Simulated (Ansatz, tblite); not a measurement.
Removing an electron: Tl₂H₂⁻. Charge -1, multiplicity 2. Geometry: r2SCAN-D4/def2-TZVPD. Ansatz, gas phase; energy differences of separate SCF runs; the oxidised species is a singlet (the triplet lies 1.79 eV higher at PBE0-D4/def2-TZVPD).

```tsv
atom	x (Å)	y (Å)	z (Å)
Tl1	-1.067	0.360	-1.104
Tl2	1.056	0.348	1.118
H3	-0.903	-0.385	0.860
H4	0.914	-0.323	-0.875
```

In the def2 sets Tl takes a core potential; there is no spin–orbit coupling. The xTB rows come from tblite. Correlated methods freeze 8 core orbitals; core or outer-core shells of Tl are correlated, in sets that lack core-valence functions. The structure comes from a short search, and lower isomers may exist.

(1) Estimate orbital energies and vertical ionisation energies at: GFN1-xTB; GFN2-xTB; HF/def2-TZVPPD; PBE-D4/def2-TZVPD; r2SCAN-D4/def2-TZVPD; PBE0-D4/def2-TZVPD; MP2/def2-TZVPPD; CCSD/def2-TZVPPD; CCSD(T)/def2-TZVPPD.

## Answers

(1) 
```csv
level,−HOMO (eV),vertical IE (eV),−LUMO (eV),HOMO–LUMO gap (eV),remarks
GFN1-xTB,–,4.82,–,–,–
GFN2-xTB,–,4.25,–,–,–
HF/def2-TZVPPD,–,0.36,–,–,–
PBE-D4/def2-TZVPD,-1.10,0.95,-1.68,0.58,HOMO above zero (-1 doublet)
r2SCAN-D4/def2-TZVPD,-0.89,0.99,-2.03,1.13,HOMO above zero (-1 doublet)
PBE0-D4/def2-TZVPD,-0.54,0.93,-2.31,1.77,HOMO above zero (-1 doublet)
MP2/def2-TZVPPD,–,0.77,–,–,–
CCSD/def2-TZVPPD,–,0.75,–,–,–
CCSD(T)/def2-TZVPPD,–,0.83,–,–,–
```

  A HOMO above zero means that the electron is unbound at that level or that self-interaction error raises the level; the energy of removing that electron tells which. HOMO and LUMO are the levels of the spin that leaves or enters (xTB has no such levels and no spin-polarisation term). Other spin states of the ions may lie lower, which would lower the ionisation energy or raise the affinity. Raw xTB energy differences between charge states are shifted by several eV; the methods need an empirical correction for them.
